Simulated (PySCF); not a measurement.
Computed with delta-SCF UKS SCAN, pcX-2 on the ionised atom, pcseg-1 elsewhere, spin-free X2C (PySCF). Geometries: PBE0-D3(BJ)/def2-SVP; isolated species, one conformer each. Values against the vacuum level.

Question: Order these sites by rising C 1s binding energy.
A. C5 in `[F:1][c:2]1[n:3][cH:4][cH:5][cH:6][n:7]1`
B. C5 in `[N:1]#[C:2][C@@H:3]1[CH2:4][C@H:5]([F:6])[O:7]1`
C. Carbon in `[NH3+][BH2-]CO`
D. Carbon in `CO[BH2-][NH3+]`

Answer: C (290.75 eV), A (291.31 eV), D (291.63 eV), B (295.27 eV).

From the lowest up, the atoms are bonded to: O, 2 H and B (290.75); 2 C (aromatic in the SMILES) and H (291.31); O and 3 H (291.63); F, O, C and H (295.27).

Question: Order these sites by rising O 1s binding energy.
A. Oxygen in `N#C[C@@H]1C[C@H](F)O1`
B. Oxygen in `CO[BH2-][NH3+]`
C. Oxygen in `[NH3+][BH2-]CO`

Answer: B (537.06 eV), C (538.25 eV), A (539.47 eV).

The highest is bonded to 2 C, the lowest to C and B; the range is 2.41 eV.
